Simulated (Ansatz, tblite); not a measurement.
Isomers of As7⁻ (singlet), found by a short tight-binding search and relaxed with PBE0-D4/def2-SVPD in Ansatz.

The xTB rows come from tblite.

A: At PBE-D4/def2-SVP, BLYP-D4/def2-SVP, r2SCAN-D4/def2-SVP the highest occupied level of the charge -1 singlet lies above zero (up to 0.59 eV). The electron is either unbound and held by the finite basis, or the level is raised by self-interaction error.

Other spin states weren't relaxed.

A:

Cartesian coordinates in Å:
```
As 0.561 -0.188 -2.002
As -1.523 -0.039 1.205
As -0.495 2.172 1.110
As 0.688 -2.313 -0.863
As 0.826 0.157 1.799
As 1.365 1.358 -0.244
As -1.421 -1.147 -1.005
```

B:

```xyz
7

As    2.224    1.963    0.880
As   -0.337   -0.949    0.590
As   -2.716   -1.659    0.408
As   -0.079    2.320    0.803
As    2.266    0.433   -0.877
As   -0.145    0.792   -1.111
As   -1.212   -2.900   -0.691
```

C:

```xyz
7

As    1.2156   -1.8262   -0.5366
As    1.4845    0.4640   -1.3616
As   -1.8785   -0.3183    0.3058
As    0.9408    1.3506    1.0065
As   -1.3656    1.9404    0.8723
As    0.1305   -0.8820    1.5749
As   -0.5274   -0.7286   -1.8613
```

Task: Estimate their order by electronic energy at PBE0-D4/def2-SVP, counted from the lowest.

Result: C (0.0) < A (9.8) < B (38.4), in kcal/mol.

Task: Do the other levels pick the same lowest one?

Result: All that were run do. Energies above each level's lowest (kcal/mol):

```
              level    A     B    C
           GFN1-xTB  9.8  33.5  0.0
           GFN2-xTB  1.0  14.3  0.0
    PBE-D4/def2-SVP  9.5  34.7  0.0
   BLYP-D4/def2-SVP  9.6  29.6  0.0
 r2SCAN-D4/def2-SVP  8.9  33.8  0.0
r2SCANh-D4/def2-SVP  8.9  35.1  0.0
   PBE0-D4/def2-SVP  9.8  38.4  0.0
```
Point groups (tolerance 0.1 Å): A Cs, B not assigned, C Cs. Lower isomers may exist.
